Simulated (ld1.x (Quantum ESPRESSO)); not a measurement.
## Pseudopotential generation for praseodymium (Pr): ultrasoft, LDA (PZ), scalar-relativistic.

* Element: Pr
* Generator: ld1.x (Quantum ESPRESSO) 7.5
* Type: ultrasoft
* Functional: LDA (PZ)
* Relativity: scalar-relativistic
* Frozen core: [Kr] 4d10
* Valence charge: 13
* Reference configuration: 4f3 5s2 5p6 5d0 6s2 6p0
* Partial waves: 5s (bound): rcut 2.15, rcutus 2.30 bohr; 6s (bound): rcut 2.15, rcutus 2.30 bohr; 5p (bound): rcut 3.15, rcutus 3.65 bohr; 6p (bound, empty): rcut 3.15, rcutus 3.65 bohr; 5d (bound, empty): rcut 3.60, rcutus 4.20 bohr; 5d channel at 5.15 Ry: rcut 3.60, rcutus 4.20 bohr; 4f (bound): rcut 1.50, rcutus 1.65 bohr; 4f channel at 1.75 Ry: rcut 1.50, rcutus 1.65 bohr
* Local potential: all-electron potential smoothed inside 1.35 bohr (lloc = -1)
* Core correction: Bessel-smoothed model core inside 1.65 bohr
* Augmentation charge: PSQ, radius 1.50 bohr

All-electron outer shells of the reference configuration (LDA (PZ), scalar-relativistic, ld1.x):

```tsv
shell	level (eV)	outermost node (bohr)	outermost maximum (bohr)
4p	-214.74	0.32	0.60
4d	-110.40	0.30	0.64
5s	-39.13	0.74	1.35
5p	-21.54	0.79	1.53
6s	-3.59	1.81	3.80
5d	-2.16	0.91	2.30
4f	-1.43	–	0.69
6p	-1.29	2.18	5.13
```

Q: Does the generator finish with these settings?

A: Yes, a potential is produced and its reference levels are reproduced.

Q: What does a ghost test show?

A: Ghost state, extra bound levels that the all-electron valence spectrum of the same l lacks: d at -243.8 eV (s, p not tested). A true bound ghost makes a file unfit for plane-wave use.

Q: Is the overlap operator S = 1 + Σ q|β⟩⟨β| positive definite (Bessel basis up to 400 Ry)?

A: No: its lowest eigenvalue is -1.223, in the p channel, so the generalised eigenproblem breaks down once the basis is large enough.

Test run stopped at test 1 of 9 (negative rho).

Its overlap operator is not positive definite in a basis up to 400 Ry (lowest eigenvalue s -0.80, p -1.22), so the file is unfit for use: the generalised eigenproblem breaks down once the basis is large enough, and its test numbers describe a broken file.
